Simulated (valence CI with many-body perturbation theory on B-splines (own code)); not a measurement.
# E1 line list for La6+

Level of theory: configuration interaction combined with many-body perturbation theory (CI+MBPT): five valence electrons over a frozen Dirac-Fock core [Kr] 4d10, radial functions for each j: 7 s, 7 p, 7 d, 7 f, 4 g, 2 h, with the one-electron correlation potential Σ1 (screened to all orders), the two-electron term Σ2, the three-electron term Σ3, Breit, model QED; selected single and double excitations, second order for the rest, scaled by the run's own slope (own B-spline code, finite nucleus).

With an open or low-lying f shell, different configurations can be misplaced against each other by up to about 5,000 cm⁻¹. No measured levels were compared; by estimate levels hold to about 250 cm⁻¹ or 0.2 % of their energy and the worst to 1 %, as in measured heavy ions of charge 2 to 7; those with d or f electrons hold less well. Among the levels kept, up to 2200 cm⁻¹ of a level comes from second order outside the variational space, and about a tenth of that is noise between levels of different J, which matters for small intervals.

Lines 1 to 50 of 529 in falling wavelength, among levels below 326350 cm⁻¹, chosen from the strongest by gf and those to the six lowest levels. Wavelengths and rates use the calculated energies, so an error of 300 cm⁻¹ moves a line at 1610 Å by 0.48 % and its rate by three times that or more. Electric multipoles are in the length gauge, E1 and E2 with the static RPA response of the core. Weak lines are less certain than strong ones. Lines between different terms over intervals too small for the method are left out, as are lines whose strength nearly cancels. Where a level lies close to another of its J and parity, the split of strength between their lines is uncertain. The highest levels of a list are the least certain.

Names give the largest LS component (configuration and term), which can be under half, so a name can repeat, a term be missing and a line seem to break the LS rules; names also repeat where a configuration has a term twice. Letters in brackets count levels of one name in rising energy.

```tsv
λ vac (Å)	Upper	Lower	A (s⁻¹)	log gf	Branch %
1610	4f.5s.5p3 2F_7/2 [d]	4f2.5s2.5p 4I°_9/2	2.11e+07	-1.18	0.9
1571	5s.5p4 2D_3/2	4f.5s2.5p2 4G°_5/2	1.37e+07	-1.69	0.7
1363	5s2.5p2.5d 4F_3/2	4f.5s2.5p2 2D°_5/2 [a]	5.53e+07	-1.21	1.9
1178	5s2.5p2.5d 2P_3/2 [a]	4f.5s2.5p2 4G°_5/2	1.14e+08	-1.02	6.2
1166	5s2.5p2.5d 2F_7/2 [a]	4f.5s2.5p2 2G°_9/2 [a]	1.74e+08	-0.55	57.7
1165	5s2.5p2.5d 4F_7/2	4f.5s2.5p2 4G°_9/2	1.92e+08	-0.51	54.9
1156	5s2.5p2.5d 4F_9/2	4f.5s2.5p2 4G°_11/2	1.96e+08	-0.41	84.6
1151	5s2.5p2.5d 2F_5/2 [a]	4f.5s2.5p2 4G°_7/2 [b]	1.42e+08	-0.77	20.1
1150	5s2.5p2.5d 2G_9/2	4f.5s2.5p2 2H°_11/2	1.83e+08	-0.44	77.0
1144	5s.5p3.5d 6D°_1/2	4f.5s.5p3 6F_1/2	1.90e+08	-1.13	35.8
1134	5s2.5p2.5d 4D_5/2	4f.5s2.5p2 2F°_7/2 [a]	5.55e+07	-1.19	1.0
1134	5s2.5p2.5d 2F_7/2 [b]	4f.5s2.5p2 4F°_9/2	1.53e+08	-0.63	12.5
1124	5s2.5p2.5d 2D_5/2 [b]	4f.5s2.5p2 2F°_7/2 [d]	1.83e+08	-0.68	4.5
1119	5s2.5p2.5d 4F_3/2	4f.5s2.5p2 4G°_5/2	7.33e+07	-1.26	2.5
1116	5s2.5p2.5d 4F_5/2	4f.5s2.5p2 4G°_7/2 [a]	1.85e+08	-0.68	8.1
1066	5s2.5p2.5d 2G_7/2	4f.5s2.5p2 2G°_9/2 [b]	1.16e+08	-0.80	4.6
1037	5s2.5p2.5d 4D_5/2	4f.5s2.5p2 4D°_7/2	1.03e+08	-1.00	1.8
986.5	5s2.5p2.5d 2D_3/2 [a]	4f.5s2.5p2 2F°_5/2 [b]	1.27e+08	-1.13	1.3
983.2	5s2.5p2.5d 2D_3/2 [c]	4f.5s2.5p2 2F°_5/2 [d]	1.17e+08	-1.17	0.5
980.3	4f.5s.5p3 6F_11/2	4f.5s2.5p2 4G°_11/2	3.99e+07	-1.16	58.8
964.8	4f.5s.5p3 4H_7/2	4f.5s2.5p2 2H°_9/2	5.08e+07	-1.25	1.7
934.4	5s2.5p2.5d 2F_7/2 [c]	4f.5s2.5p2 2H°_9/2	7.42e+07	-1.11	0.2
929.8	4f.5s.5p3 6F_9/2	4f.5s2.5p2 4G°_9/2	4.87e+07	-1.20	43.4
906.7	5s2.5p2.5d 2D_5/2 [a]	4f.5s2.5p2 2G°_7/2	1.97e+08	-0.84	0.5
885.9	4f.5s.5p3 4G_11/2 [a]	4f.5s2.5p2 2H°_11/2	5.08e+07	-1.14	7.4
878.7	4f.5s.5p3 4H_11/2	4f.5s2.5p2 4F°_9/2	4.11e+07	-1.24	5.6
874.3	4f.5s.5p3 4H_13/2	4f.5s2.5p2 2H°_11/2	9.14e+07	-0.83	17.4
862.3	5s.5p4 4P_5/2	5s2.5p3 2D°_5/2	6.42e+07	-1.37	9.0
858.5	4f.5s.5p3 2H_11/2 [a]	4f.5s2.5p2 2H°_9/2	1.92e+08	-0.59	26.6
845.5	4f.5s.5p3 4G_11/2 [a]	4f.5s2.5p2 4F°_9/2	1.04e+08	-0.87	15.2
844.5	4f.5s.5p3 2G_7/2 [a]	4f.5s2.5p2 2F°_5/2 [c]	7.45e+07	-1.20	3.1
841.8	4f.5s.5p3 4F_9/2 [b]	4f.5s2.5p2 4F°_9/2	5.76e+07	-1.21	6.7
840.0	4f.5s.5p3 4F_9/2 [b]	4f.5s2.5p2 2F°_7/2 [b]	1.47e+08	-0.81	17.0
839.5	5s.5p4 4P_1/2	5s2.5p3 2P°_1/2	8.79e+07	-1.73	7.1
833.4	5s2.5p2.5d 2D_5/2 [c]	4f.5s2.5p2 2F°_7/2 [c]	9.14e+07	-1.24	0.3
832.7	4f.5s.5p3 2G_9/2 [a]	4f.5s2.5p2 2F°_7/2 [c]	1.38e+08	-0.84	20.3
831.1	5s2.5p2.5d 2D_5/2 [c]	4f.5s2.5p2 2D°_5/2 [b]	1.33e+08	-1.08	0.5
816.5	4f.5s.5p3 4F_7/2 [b]	4f.5s2.5p2 2F°_7/2 [b]	1.00e+08	-1.10	1.8
812.9	4f.5s.5p3 4F_7/2 [a]	4f.5s2.5p2 2D°_5/2 [a]	7.93e+07	-1.20	15.5
812.2	5s.5p4 4P_5/2	5s2.5p3 2D°_3/2	1.39e+08	-1.08	19.4
811.3	5p5 2P°_3/2	5s2.5p2.5d 4F_3/2	2.38e+08	-1.03	10.6
798.0	5s.5p4 2D_5/2	5s2.5p3 2P°_3/2	2.44e+08	-0.85	18.3
797.4	5p5 2P°_3/2	5s.5p4 2P_1/2	2.02e+08	-1.11	9.0
782.9	5p5 2P°_3/2	5s2.5p2.5d 2P_3/2 [a]	2.11e+08	-1.11	9.4
770.6	5s.5p4 4P_3/2	5s2.5p3 2D°_5/2	6.32e+07	-1.65	5.4
762.1	4f.5s.5p3 2F_7/2 [a]	4f.5s2.5p2 2F°_5/2 [c]	1.11e+08	-1.11	2.9
759.5	4f.5s.5p3 4G_9/2 [b]	4f.5s2.5p2 2H°_9/2	1.44e+08	-0.90	7.3
752.1	4f.5s.5p3 2H_9/2	4f.5s2.5p2 2G°_7/2	1.76e+08	-0.83	15.5
751.3	4f.5s.5p3 2G_9/2 [a]	4f.5s2.5p2 4F°_9/2	8.48e+07	-1.14	12.5
750.7	4f.5s.5p3 2F_7/2 [c]	4f.5s2.5p2 2F°_7/2 [d]	9.98e+07	-1.17	0.8
```
